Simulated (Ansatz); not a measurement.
Ansatz (a quantum-chemistry and plane-wave program) input file for CH₃ClF₂OSi, SMILES OC[Si](F)(Cl)F, PBE0/def2-SVPD. Coordinates come from a B3LYP-D3(BJ)/def2-SVP optimisation. The structure was generated by enumeration, and PubChem lists no compound with its InChIKey, so it may never have been made. One conformer was computed; it need not be the lowest.

Ansatz 0.2 input:
```yaml
crystal:
  periodic: [false, false, false]
  atoms:
    - {symbol: O, position_ang: [-2.36418457, 0.16180900, 0.17325128]}
    - {symbol: C, position_ang: [-1.45737142, -0.85829443, -0.20254602]}
    - {symbol: Si, position_ang: [0.31478780, -0.35687183, 0.12529187]}
    - {symbol: F, position_ang: [0.67605834, -0.32168495, 1.69328481]}
    - {symbol: F, position_ang: [1.35896190, -1.36966353, -0.56941499]}
    - {symbol: Cl, position_ang: [0.60830234, 1.53132009, -0.63811623]}
    - {symbol: H, position_ang: [-2.14899077, 0.95947352, -0.33088319]}
    - {symbol: H, position_ang: [-1.56316062, -1.16817010, -1.26301787]}
    - {symbol: H, position_ang: [-1.69349451, -1.75010819, 0.40222822]}
basis:
  gaussian:
    orbitals: def2-SVPD
hamiltonian:
  xc: {name: PBE0}
```

It prints:

```
WARN ansatz: RAYON_NUM_THREADS=1 ignored (pool sized by the plan → 1); use --threads N
Functional definition: PBE0
integrals: 0.11 GiB planned
1447 factors; their error is unknown
mean field: 0.91 GiB planned
mean field evaluation 1: about -28937.1575 eV, gradient 5.9e1 eV
mean field evaluation 2: about -28929.9981 eV, gradient 8.8e1 eV
mean field evaluation 4: about -28943.3295 eV, gradient 2.7e0 eV
mean field evaluation 8: about -28943.3460 eV, gradient 4.3e-2 eV
mean field evaluation 16: about -28943.5235 eV, gradient 5.7e-5 eV
mean field -28943.52353713 eV, -1063.6548713647 hartree, gradient 5.7e-5 eV, S^2 0.000000; 0 other end points of the search recorded, 0 dependent functions left out
reference -28943.52357753 eV, -1063.6548728492 hartree; 33, 33 occupied and 131, 131 virtual orbitals, 1447 factors
Total energy: -28943.52357753 eV, -1063.6548728492 hartree
```

The run converged.
